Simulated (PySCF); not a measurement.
Species: C2F5O (doublet state).
Atom-mapped SMILES: `[F:1][C:2]([F:3])[O:4][C:5]([F:6])([F:7])[F:8]`

Structure used (GFN2-xTB), in Å, numbered top down from 1:
```xyz
8
C2F5O angstrom
F     -2.310   -0.936   -0.279
C     -1.314   -0.073   -0.321
F     -1.508    0.931    0.527
O     -0.101   -0.711   -0.236
C      1.007    0.014    0.008
F      1.102    1.089   -0.773
F      2.059   -0.750   -0.215
F      1.074    0.443    1.266
```

The hyperfine couplings belong to this conformer and change with its torsions.

Method used: UKS B3LYP, pcH-1 on C F O, non-relativistic, mean-field spin-orbit, GIAO in PySCF 2.14.0. Geometry: GFN2-xTB, one conformer, isolated molecule. Couplings are sensitive to structure, and on GFN2-xTB geometries they can be far from those on DFT ones. No stability test was run, so a lower SCF solution isn't excluded.

Principal values of hyperfine tensors in MHz (contact and dipolar terms together), for some of the nuclei:

```tsv
atom	isotope	A1	A2	A3
C2	13C	592.00	592.74	809.16
F1	19F	119.26	135.46	747.34
O4	17O	-85.49	-23.94	-22.16
F8	19F	14.77	17.30	43.39
F6	19F	-15.10	-8.83	7.53
F7	19F	-0.88	1.98	12.45
C5	13C	-6.03	-4.42	-2.32
```

(1) Give the isotropic coupling of each nucleus in MHz and in mT (g = 2.0033), and the anisotropic part.

(2) What spin density at the nucleus of C2 lies behind its contact coupling (g_N = 1.40482)?

(3) F3 (19F, g_N = 5.25774) isn't in the table. Its spin density at the nucleus is 0.09027 bohr⁻³. What is its contact coupling?

(4) Which nucleus of the table has the largest anisotropic coupling, and what is its form?

Results:

(1) a_iso is a third of the trace, T = A − a_iso, and a(mT) = a(MHz)/(g × 13.996).

| atom | a_iso (MHz) | a_iso (mT) | T1 | T2 | T3 |
| --- | --- | --- | --- | --- | --- |
| C2 | 664.64 | 23.704 | -72.63 | -71.89 | 144.53 |
| F1 | 334.02 | 11.913 | -214.76 | -198.56 | 413.32 |
| O4 | -43.86 | -1.564 | -41.62 | 19.92 | 21.70 |
| F8 | 25.15 | 0.897 | -10.38 | -7.86 | 18.24 |
| F6 | -5.47 | -0.195 | -9.63 | -3.36 | 12.99 |
| F7 | 4.52 | 0.161 | -5.39 | -2.54 | 7.93 |
| C5 | -4.26 | -0.152 | -1.78 | -0.16 | 1.94 |

(2) a_FC = 800.24 MHz bohr³ × g_N × ρ(0)/(2S). With a_FC = 664.64 MHz and 2S = 1, ρ(0) = 0.5912 bohr⁻³.

(3) By the same relation, a_FC = 379.8 MHz. Its full tensor has the principal values 158.13, 172.93, 808.40 MHz.

(4) F1: -214.8, -198.6, 413.3 MHz, nearly axial, close to the ratio −1:−1:+2.
